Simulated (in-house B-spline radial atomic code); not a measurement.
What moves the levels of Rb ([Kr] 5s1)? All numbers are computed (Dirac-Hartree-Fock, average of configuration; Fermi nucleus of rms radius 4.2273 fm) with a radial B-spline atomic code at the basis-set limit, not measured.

Baseline run (computed): total energy -2979.8052 hartree, 1s1/2 at -562.1327 hartree, 5s1/2 at -3.8108 eV with <r> = 5.545 bohr.

Changing the nucleus:

```tsv
nucleus	ΔE (eV)
Fermi nucleus of rms radius 4.2356 fm, A = 77	0.00285
Fermi nucleus of rms radius 4.2385 fm, A = 78	0.00385
Fermi nucleus of rms radius 4.2284 fm, A = 79	0.000377
Fermi nucleus of rms radius 4.2213 fm, A = 81	-0.00206
Fermi nucleus of rms radius 4.216 fm, A = 82	-0.00387
Fermi nucleus of rms radius 4.2058 fm, A = 83	-0.00736
Fermi nucleus of rms radius 4.1999 fm, A = 84	-0.00937
Fermi nucleus of rms radius 4.2036 fm, A = 85	-0.00811
Fermi nucleus of rms radius 4.2025 fm, A = 86	-0.00848
Fermi nucleus of rms radius 4.1989 fm, A = 87	-0.00971
Fermi nucleus of rms radius 4.217 fm, A = 88	-0.00353
Fermi nucleus of rms radius 4.2391 fm, A = 89	0.00405
Fermi nucleus of rms radius 4.2554 fm, A = 90	0.00967
Fermi nucleus of rms radius 4.2723 fm, A = 91	0.0155
Fermi nucleus of rms radius 4.2903 fm, A = 92	0.0218
Fermi nucleus of rms radius 4.3048 fm, A = 93	0.0268
Fermi nucleus of rms radius 4.3184 fm, A = 94	0.0316
Fermi nucleus of rms radius 4.3391 fm, A = 95	0.0388
Fermi nucleus of rms radius 4.3501 fm, A = 96	0.0427
Fermi nucleus of rms radius 4.4231 fm, A = 97	0.0686
Fermi nucleus of rms radius 4.4336 fm, A = 98	0.0723
```

A larger nucleus binds the electrons less, roughly as the density at the nucleus times the change of the nuclear <r²>. The reference is A = 76.
